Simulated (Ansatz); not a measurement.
Correlation energies of CH$_{5}$NOSi$_{2}$ (`O[SiH]1C=N[SiH2]1`) by basis set

```xyz
10

O     2.128   -0.949    0.338
Si    0.494   -0.856    0.157
C    -0.328   -0.054   -1.374
N    -1.228    0.759   -0.951
Si   -0.949    0.857    0.818
H     2.622   -0.127    0.332
H     0.025   -2.256    0.335
H    -0.219   -0.223   -2.454
H    -0.366    2.182    1.165
H    -2.179    0.667    1.633
```

Total charge 0; spin multiplicity 1. The structure was optimised at the PBE0-D4/def2-TZVP level. It is one conformer, not always the lowest. Frozen core, restricted reference, Ansatz. CBS rows extrapolate triple and quadruple zeta; past MP2 they add the triple-zeta difference.

```
     basis     HF (Eh)  MP2 corr.  CCSD corr.       (T)  CCSD(T) total
def2-TZVPP  -748.06299   -0.82576    -0.86253  -0.03868     -748.96420
def2-QZVPP  -748.08894   -0.88747           –         –              –
 CBS(def2)  -748.09252   -0.93319    -0.96995     as TZ     -749.10115
```
